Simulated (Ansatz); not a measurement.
Ansatz (a program for electronic structure) input (CCSD(T)/cc-pwCVTZ):
A basis named .json is the Basis Set Exchange file of that set.

Ansatz 0.2 input:
```yaml
crystal:
  periodic: [false, false, false]
  atoms:
    - {symbol: C, position_ang: [2.66286446, 0.34269876, 0.72994857]}
    - {symbol: C, position_ang: [1.36628032, 0.69048784, -0.00281628]}
    - {symbol: C, position_ang: [0.46717714, -0.51889101, -0.28901923]}
    - {symbol: C, position_ang: [-0.78240713, -0.16962723, -1.09025184]}
    - {symbol: C, position_ang: [-2.06617692, -0.04386702, -0.70109897]}
    - {symbol: C, position_ang: [-2.40085292, -0.30464569, 0.75783816]}
    - {symbol: H, position_ang: [3.27952668, 1.22680918, 0.92668646]}
    - {symbol: H, position_ang: [2.45003604, -0.13455089, 1.69152624]}
    - {symbol: H, position_ang: [3.26547690, -0.36025809, 0.14607334]}
    - {symbol: H, position_ang: [0.79128812, 1.41550858, 0.58146754]}
    - {symbol: H, position_ang: [1.60216700, 1.18838956, -0.95096172]}
    - {symbol: H, position_ang: [0.20361131, -0.98384751, 0.66693229]}
    - {symbol: H, position_ang: [1.07213245, -1.26328082, -0.83335581]}
    - {symbol: H, position_ang: [-0.52917917, 0.02859932, -2.14361712]}
    - {symbol: H, position_ang: [-1.58767510, -0.62698752, 1.45230286]}
    - {symbol: H, position_ang: [-2.83985862, 0.59938086, 1.20229952]}
    - {symbol: H, position_ang: [-3.18883547, -1.06669653, 0.83304373]}
basis:
  gaussian:
    orbitals: cc-pwCVTZ.json
total_charge: -1
magnetization: {spin_polarized: false}
correlation: {method: ccsd_t, electrons: outside_noble_gas}
```

End of the output:

```
coupled cluster: 43.64 GiB planned
cycle   1  -29.45875008 eV  change   -6.5e-1 eV  update   1.1e-1
cycle   2  -30.19556467 eV  change   -7.4e-1 eV  update   3.3e-2
cycle   3  -30.33364582 eV  change   -1.4e-1 eV  update   1.7e-2
cycle   4  -30.32730008 eV  change    6.3e-3 eV  update   5.1e-3
cycle   5  -30.32630381 eV  change    1.0e-3 eV  update   3.3e-3
cycle   6  -30.32700717 eV  change   -7.0e-4 eV  update   1.3e-3
cycle   7  -30.32668270 eV  change    3.2e-4 eV  update   6.6e-4
cycle   8  -30.32647676 eV  change    2.1e-4 eV  update   2.8e-4
cycle   9  -30.32651327 eV  change   -3.7e-5 eV  update   1.2e-4
cycle  10  -30.32655473 eV  change   -4.1e-5 eV  update   5.1e-5
cycle  11  -30.32649939 eV  change    5.5e-5 eV  update   2.7e-5
cycle  12  -30.32652128 eV  change   -2.2e-5 eV  update   1.3e-5
perturbative correction -1.36041681 eV, -0.0499943958 hartree
Total energy: -6387.64279738 eV, -234.7415431040 hartree
```

It need not be the lowest isomer of its formula. Whether it binds its extra electron was not tested at this geometry.
